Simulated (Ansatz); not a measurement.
Frontier orbitals of CH3BIN.

| atom | x (Å) | y (Å) | z (Å) |
| --- | --- | --- | --- |
| B1 | -0.968 | 0.116 | -0.028 |
| C2 | 0.520 | -0.069 | 0.308 |
| N3 | 1.636 | -0.208 | 0.565 |
| I4 | -0.908 | 0.160 | -2.274 |
| H5 | -1.570 | -0.845 | 0.365 |
| H6 | -1.330 | 1.173 | 0.411 |
| H7 | 2.621 | -0.327 | 0.653 |

The species carries charge 0 and has multiplicity 1. Correlated methods include outer-core shells of I, which these sets cover unevenly. I takes the def2 core potential. The bonds changed during the relaxation, so this is another structure than the one it started from. The geometry is a stationary point of PBE0-D4/def2-TZVP. It is one conformer, not always the lowest. Basis def2-TZVPP, the Gaussian-basis code of Ansatz.

Orbital energies of one run (eV). Highest occupied ones, from the top: -6.27, -6.43, -8.18, -9.28, -10.78, -12.36, -12.40, -15.98, -18.40, -19.90, -28.01, -51.14, -51.14, -51.34. Empty: -1.92, -1.46, -0.16, 0.69, 1.56, 2.42.

Question: Which functional gave them?
A. HSE06 (plane-wave form)
B. BHLYP
C. r2SCAN0
D. r2SCAN

Answer: A. HOMO energies: HSE06 -6.27, r2SCAN -5.83, r2SCAN0 -6.83, BHLYP -7.58 eV.
